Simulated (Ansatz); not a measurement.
Geometry optimisation, RKS PBE-D4/def2-SVP in Ansatz 0.2.0.

input.yaml

```yaml
crystal:
  periodic: [false, false, false]
  atoms:
    - { symbol: Ge, position_ang: [0.194468, 1.423064, 0.08555] }
    - { symbol: Cl, position_ang: [2.149365, 1.686536, 1.082976] }
    - { symbol: "N", position_ang: [0.416219, -0.327325, -0.435633] }
    - { symbol: C, position_ang: [-0.593004, -1.348916, -0.200009] }
    - { symbol: H, position_ang: [1.332579, -0.560118, -0.039165] }
    - { symbol: H, position_ang: [-0.970177, 1.638177, 1.096487] }
    - { symbol: H, position_ang: [0.12548, 2.424707, -1.09542] }
    - { symbol: H, position_ang: [-0.277056, -2.31259, -0.652597] }
    - { symbol: H, position_ang: [-1.537326, -1.069779, -0.713889] }
    - { symbol: H, position_ang: [-0.840646, -1.553757, 0.8719] }
basis:
  gaussian: { orbitals: def2-SVP }
hamiltonian:
  xc: pbe
  dispersion: d4
relax:
  f_tol: 0.03
  max_steps: 50
```

Launched with:

```bash
$ ansatz run input.yaml --threads 2 --pin off --max-ram 3072MiB --backend cpu --events-out ev --progress --plain --runs-dir out
```

Q: Where does it end, and by what steps?

A: The run converged. After 15 steps the energy has fallen by 0.253 eV; Cl2 moved furthest, 1.21 Å.

| step | energy less start (eV) | largest force component (eV/Å) | accepted |
| --- | --- | --- | --- |
| 0 | 0.0000 | 0.338 | yes |
| 1 | -0.0495 | 0.339 | yes |
| 2 | -0.0648 | 0.348 | yes |
| 3 | -0.0755 | 0.270 | yes |
| 4 | -0.0965 | 0.136 | yes |
| 5 | -0.1136 | 0.720 | yes |
| 6 | -0.1399 | 0.730 | yes |
| 7 | -0.1727 | 0.594 | yes |
| 8 | -0.2231 | 0.208 | yes |
| 9 | -0.2400 | 0.196 | yes |
| 10 | -0.2421 | 0.208 | yes |
| 11 | -0.2471 | 0.171 | yes |
| 12 | -0.2517 | 0.058 | yes |
| 13 | -0.2522 | 0.050 | yes |
| 14 | -0.2525 | 0.034 | yes |
| 15 | -0.2527 | 0.014 | yes |

```xyz
10
Properties=species:S:1:pos:R:3
Ge 0.212 1.427 -0.016
Cl 1.282 1.550 1.912
N 0.186 -0.271 -0.702
C -0.469 -1.355 0.020
H 1.086 -0.556 -1.104
H -1.247 1.841 0.279
H 0.971 2.327 -1.016
H -0.628 -2.226 -0.652
H -1.474 -1.024 0.359
H 0.081 -1.714 0.922
```

Whether the end is a true minimum wasn't checked by a vibrational analysis.

Time of the run: 30 s on 2 threads of Intel(R) Xeon(R) Platinum 8488C (Sapphire Rapids), with other jobs on the host, peak memory 0.16 GiB.
